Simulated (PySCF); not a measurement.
Al(H)(OH)(SiH3) (AlH5OSi), SMILES [AlH]([OH])[SiH3]. Heavy atoms are numbered as in [AlH:1]([OH:3])[SiH3:5]. Hydrogens are named by the atom that carries them.

Geometry: B3LYP-D3(BJ)/def2-TZVP. Other conformers were not sampled.

The numbers are results of B3LYP/pcSseg-1 run with PySCF, not measurements.

GIAO shieldings, no solvent; atoms alike by connectivity are averaged. δ = σ(ref) − σ: ¹H against TMS (σ = 31.68 ppm); ¹⁷O against H2O (σ = 333.8 ppm); ²⁹Si against TMS (σ = 338.7 ppm), references at their B3LYP-D3(BJ)/def2-TZVP geometries, non-relativistic.

```tsv
nucleus	atoms	count	δ (ppm)
¹H	H on Al1	1	5.35
¹H	H on O3	1	3.84
¹H	H on Si5	3	3.13
¹⁷O	O3 (OH)	1	106.5
²⁹Si	Si5 (SiH3)	1	-132.9
```
